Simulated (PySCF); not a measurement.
Species: C₅H₁₂OSi (charge +1 and doublet state).
Z-matrix (Å and degrees, GFN2-xTB geometry), rows numbered from 1:
```
C 
C   1  1.3517
C   2  1.4803  1  124.89
C   3  1.5144  2  117.48  1     0.56
C   2  1.5006  1  118.96  3  -179.99
O   5  1.3754  2  113.15  1   179.80
Si  6  1.6340  5  139.19  2  -179.74
H   1  1.0774  2  121.58  3  -179.85
H   1  1.0760  2  121.72  3     0.01
H   3  1.0997  2  107.36  1  -124.11
H   3  1.0997  2  107.41  1   125.44
H   4  1.0880  3  111.38  2    60.01
H   4  1.0862  3  109.56  2   179.57
H   4  1.0880  3  111.35  2   -60.95
H   5  1.1031  2  109.02  1    56.72
H   5  1.1033  2  108.99  1   -57.18
H   7  1.4698  6  100.85  5   123.24
H   7  1.4698  6  100.83  5  -124.02
H   7  1.4564  6  112.47  5    -0.39
```

The hyperfine couplings belong to this conformer and change with its torsions.

Identity: `[CH2+][C](CC)CO[SiH3]` [radical] (charge +1).

Level of theory: PySCF, UKS B3LYP, pcH-1 on C H O Si, non-relativistic, mean-field spin-orbit, GIAO. The structure is a single GFN2-xTB conformer in the gas phase; no vibrational or solvent corrections. A GFN2-xTB geometry isn't a minimum of the functional, and hyperfine couplings can be far from their values at a DFT geometry, by a factor of two or more for some ions and for spin on atoms past the first row. The SCF solution wasn't tested for stability.

Largest spin populations (Mulliken): C1 (+0.51), O6 (+0.18), C2 (+0.13) and H16 (+0.06). The angles at C1 add up to 360.0°, so it is planar.

Problem. Find Q in a(H) = Q·ρ(C) for the protons on the planar carbons that carry spin.

Solution. 
```tsv
H	C	ρ(C)	a(H) (G)	a/ρ (G)
H8	C1	+0.509	-11.35	-22.3
H9	C1	+0.509	-11.73	-23.0
```

These protons share one ρ (within 0.01), so their mean ratio, Q = -22.7 G, is no test of linearity. In every row coupling and population have opposite signs.

Couplings in gauss use g_iso = 2.0049.

The SMILES draws the unpaired electron on C2; the largest computed Mulliken spin population is on C1 (0.51 against 0.13).
